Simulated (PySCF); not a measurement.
C6H8N2OS.
Numbering: `[CH3:1][CH2:2][c:3]1[n:4][n:5][c:6]([C:7]([CH3:8])=[O:9])[s:10]1` (hydrogens: H11, H12, H13 on C1; H14, H15 on C2; H16, H17, H18 on C8)

The same species was optimised twice, with GFN2-xTB and with PBE0-D3(BJ)/def2-SVP (PySCF), and the same property calculations (PySCF, gas phase) were run on both structures.

```csv
coordinate,GFN2-xTB,PBE0-D3(BJ)/def2-SVP,change
N4–N5 (Å),1.313,1.338,+0.025
C6–S10 (Å),1.751,1.732,-0.019
C3–N4 (Å),1.292,1.309,+0.017
C3–S10 (Å),1.749,1.734,-0.015
C6–C7 (Å),1.473,1.487,+0.014
C2–C3 (Å),1.481,1.491,+0.010
N5–C6 (Å),1.293,1.301,+0.008
C1–C2 (Å),1.531,1.525,-0.006
C7=O9 (Å),1.208,1.209,+0.001
C7–C8 (Å),1.500,1.499,-0.001
C1–C2–C3 (°),110.6,113.7,+3.1
C6–C7–C8 (°),113.9,116.1,+2.2
C6–C7–O9 (°),121.4,119.6,-1.8
C2–C3–N4 (°),124.4,123.3,-1.1
C3–N4–N5 (°),114.3,113.2,-1.1
C3–S10–C6 (°),85.4,86.4,+1.0
N4–N5–C6 (°),114.2,113.4,-0.8
C2–C3–S10 (°),122.5,123.3,+0.8
C1–C2–C3–N4 (°),106,116,+10
N5–C6–C7–C8 (°),-7,0,+7
```

Rotational constants: A = 2969, B = 689.4, C = 594.0 MHz (GFN2-xTB) against A = 3004, B = 682.6, C = 582.2 MHz (PBE0-D3(BJ)/def2-SVP). Point groups within 0.08 Å: C1 and C1.

On the GFN2-xTB structure: HOMO (eV) -7.76 [PBE0/pcSseg-1]; LUMO (eV) -2.40 [PBE0/pcSseg-1]; dipole (D) 2.37 [PBE0/pcSseg-1]; GIAO shielding of C1 (ppm) 165.8 [PBE0/pcSseg-1]; GIAO shielding of C2 (ppm) 157.7 [PBE0/pcSseg-1]; GIAO shielding of C3 (ppm) 3.8 [PBE0/pcSseg-1]; GIAO shielding of N4 (ppm) -131.9 [PBE0/pcSseg-1]; GIAO shielding of N5 (ppm) -159.8 [PBE0/pcSseg-1]; GIAO shielding of C6 (ppm) 11.9 [PBE0/pcSseg-1]; GIAO shielding of C7 (ppm) -9.3 [PBE0/pcSseg-1]; GIAO shielding of C8 (ppm) 156.5 [PBE0/pcSseg-1].

Question: What do these properties become on the PBE0-D3(BJ)/def2-SVP structure?

Answer: 
| property | level | on GFN2-xTB | on PBE0-D3(BJ)/def2-SVP | change |
| --- | --- | --- | --- | --- |
| HOMO (eV) | PBE0/pcSseg-1 | -7.76 | -7.80 | -0.04 |
| LUMO (eV) | PBE0/pcSseg-1 | -2.40 | -2.36 | +0.04 |
| dipole (D) | PBE0/pcSseg-1 | 2.37 | 2.10 | -0.27 |
| energy, GFN2-xTB geometry as zero (kcal/mol) | PBE0/pcSseg-1 | 0.0 | -1.6 | -1.6 |
| GIAO shielding of C1 (ppm) | PBE0/pcSseg-1 | 165.8 | 165.9 | +0.1 |
| GIAO shielding of C2 (ppm) | PBE0/pcSseg-1 | 157.7 | 156.5 | -1.2 |
| GIAO shielding of C3 (ppm) | PBE0/pcSseg-1 | 3.8 | 2.4 | -1.4 |
| GIAO shielding of N4 (ppm) | PBE0/pcSseg-1 | -131.9 | -148.7 | -16.8 |
| GIAO shielding of N5 (ppm) | PBE0/pcSseg-1 | -159.8 | -168.5 | -8.7 |
| GIAO shielding of C6 (ppm) | PBE0/pcSseg-1 | 11.9 | 10.2 | -1.7 |
| GIAO shielding of C7 (ppm) | PBE0/pcSseg-1 | -9.3 | -10.0 | -0.7 |
| GIAO shielding of C8 (ppm) | PBE0/pcSseg-1 | 156.5 | 155.4 | -1.1 |

The heavy atoms differ by 0.108 Å rms after alignment. Among bonds between heavy atoms N4–N5 changes most (+0.025 Å). Changes are differences of the printed values. Neither structure is proved a minimum here.

Conformer computed: `[CH3:1][CH2:2][c:3]1[n:4][n:5][c:6]([C:7]([CH3:8])=[O:9])[s:10]1`: C1–C2–C3–N4 116°, N5–C6–C7–C8 0°.
